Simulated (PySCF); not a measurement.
PySCF input (BP86/def2-SVP):

```python
from pyscf import gto, dft

mol = gto.M(
    atom='''
    B     0.22645300    0.26515500    0.04119100
    Cl   -1.55168800   -0.01159800   -0.48890100
    F     0.46900800    1.60343900   -0.03537400
    S     1.31408500   -0.97247200    0.52648300
    ''',
    basis='def2-svp',
    charge=-1,
    spin=0,
    verbose=4,
)

mf = dft.RKS(mol, xc='bp86')
mf.grids.level = 3
mf.conv_tol = 1e-9
mf.max_cycle = 100
mf.max_memory = 1500
mf.kernel()
if not mf.converged:
    mf = mf.newton()
    mf.kernel(mf.make_rdm1())
mf.dip_moment()
```

From the output:

```
tot grids = 66072
init E= -983.130557321636
  HOMO = -0.284980782769119  LUMO = -0.0768983451644569  gap/eV = 5.66221
cycle= 1 E= -982.913929077252  delta_E= 0.217  |g|= 0.582  |ddm|= 2.31
  HOMO = 0.0984497016478789  LUMO = 0.220817417368759  gap/eV = 3.32980
cycle= 2 E= -982.813212911975  delta_E= 0.101  |g|= 0.929  |ddm|= 1.56
  HOMO = 0.034847691496418  LUMO = 0.204564364056126  gap/eV = 4.61823
cycle= 3 E= -982.982042162718  delta_E= -0.169  |g|= 0.17  |ddm|= 0.996
  HOMO = 0.0255076911678942  LUMO = 0.184922895465033  gap/eV = 4.33791
cycle= 4 E= -982.990444121029  delta_E= -0.0084  |g|= 0.0397  |ddm|= 0.241
  HOMO = 0.0216038642845846  LUMO = 0.185861501823753  gap/eV = 4.46968
cycle= 5 E= -982.990752474256  delta_E= -0.000308  |g|= 0.0287  |ddm|= 0.0781
  HOMO = 0.0233142526530976  LUMO = 0.185120755883756  gap/eV = 4.40298
cycle= 6 E= -982.99095605728  delta_E= -0.000204  |g|= 0.00227  |ddm|= 0.032
  HOMO = 0.023101591033424  LUMO = 0.185147577595015  gap/eV = 4.40950
cycle= 7 E= -982.990957632248  delta_E= -1.57e-06  |g|= 0.000792  |ddm|= 0.0036
  HOMO = 0.023169704088486  LUMO = 0.18521170834997  gap/eV = 4.40939
cycle= 8 E= -982.990957791649  delta_E= -1.59e-07  |g|= 0.000193  |ddm|= 0.00111
  HOMO = 0.0231465239991904  LUMO = 0.185195119113712  gap/eV = 4.40957
cycle= 9 E= -982.990957803785  delta_E= -1.21e-08  |g|= 3.43e-05  |ddm|= 0.000314
  HOMO = 0.0231459357705144  LUMO = 0.185194416732107  gap/eV = 4.40956
cycle= 10 E= -982.990957804093  delta_E= -3.08e-10  |g|= 4.83e-06  |ddm|= 4.02e-05
  HOMO = 0.0231459045730258  LUMO = 0.185194313133702  gap/eV = 4.40956
Extra cycle  E= -982.990957804097  delta_E= -3.64e-12  |g|= 4.44e-06  |ddm|= 1.09e-05
converged SCF energy = -982.990957804097

WARN: System has nonzero charge -1; the dipole moment is origin-dependent.
Location of origin: [0. 0. 0.]

Dipole moment(X, Y, Z, Debye): -1.99324,  1.45000, -0.79571
```

The dipole moment of an ion depends on the origin.

The geometry given is a B3LYP-D3(BJ)/def2-TZVP minimum.
